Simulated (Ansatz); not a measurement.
Two structures of HfH2OF4, singlet, reached by relaxing down either side of one saddle point (PBE0-D4/def2-TZVP). Energies are electronic, without zero-point energy. Ansatz 0.2.0; basis: def2-TZVPP and def2-QZVPP; cores frozen in the correlated methods. Core potentials replace the inner electrons of the atoms past krypton. Extrapolation: Hartree–Fock as exp(−7.88 √X), correlation as X^−2.97. First:

```
8
angstrom
Hf -0.1218 -0.2797 -0.8394
F 1.3707 -1.2697 -0.1329
F 0.0692 -0.6677 -2.6939
F -1.8298 -1.0215 -0.4369
F -0.0699 1.6444 -0.8919
H 0.6469 -0.0627 1.9587
O -0.0485 0.3538 1.4398
H -0.0167 1.3030 1.5964
```

Second:

```xyz
8
angstrom
Hf -0.3859 0.0596 -0.6534
F 0.8655 -1.5676 0.5552
F 0.8456 -0.2441 -2.0714
F -1.8217 -1.1866 -0.5818
F -1.2407 1.6764 -1.1622
H 0.9433 -0.8171 1.1710
O 0.3889 0.6425 1.1058
H 0.4053 1.4369 1.6365
```

Problem. Which bonds change from the first to the second?

Solution. HfF₄ ([F][Hf]([F])([F])[F]) + H₂O → HfHOF₃ ([OH][Hf]([F])([F])[F]) + HF (still joined by a long Hf–F bond); bonds formed: F2–H6; dative contacts that become bonds: Hf1–O7; bonds broken: H6–O7; bonds weakened to dative contacts: Hf1–F2.

Problem. Give the saddle point's structure and its height above each. (To be estimated.)

Solution. Computed: 20.41 kcal/mol above the first and 1.50 kcal/mol above the second (CCSD(T) at an estimated basis limit (MP2 extrapolated from triple and quadruple zeta, plus CCSD(T) − MP2 in triple zeta)).
Hf1  (-0.363, -0.034, -0.670)
F2  (0.824, -1.489, 0.574)
F3  (0.805, -0.272, -2.147)
F4  (-1.839, -1.229, -0.689)
F5  (-1.191, 1.630, -1.064)
H6  (0.863, -0.602, 1.174)
O7  (0.426, 0.620, 1.120)
H8  (0.477, 1.376, 1.701)
(Å)

T1 diagnostic: at most 0.016.

The step is the kind of ligand exchange by which a precursor binds to a hydroxyl group, or is hydrolysed, in atomic layer deposition of oxides.

Labels in which every atom is bracketed show which atoms are joined, not bond orders.

For scale, one of the runs: CCSD(T)/def2-TZVPP, 239 basis functions, launched by `ansatz run in.yaml --threads 8 --pin off --events-out ev --progress --plain --max-ram 19148MiB`. Time: 4.4 min of wall clock on 8 CPU threads of an Intel Xeon; the host was shared. Peak host memory: 6 GiB.
